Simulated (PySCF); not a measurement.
## Electron correlation in Si²⁺ (silicon, charge +2)

[Ne] 3s2, closed-shell 1S. Calculation: PySCF 2.14, in aug-cc-pVDZ-DK; scalar relativity by spin-free X2C-1e. Frozen: [Ne]; 2 electrons correlated.

Total MP2 correlation energy: -28.80 mhartree.

Same-spin part 0.00 and opposite-spin part -28.80 mhartree; SCS-MP2 scales them by 1/3 and 6/5 to -34.55 mhartree.

With two correlated electrons CCSD is exact within the correlated space (frozen core and kept virtual orbitals).

| level | correlation energy (mhartree) |
| --- | --- |
| CCSD | -43.45 |

Diagnostics: T1 = 0.0053, D1 = 0.0075, largest double amplitude 0.117.

Problem. Is a single reference adequate?

Solution. Mostly. T1 lies below 0.03, but a double amplitude of this size points to a near-degeneracy that CCSD handles and MP2 describes poorly.
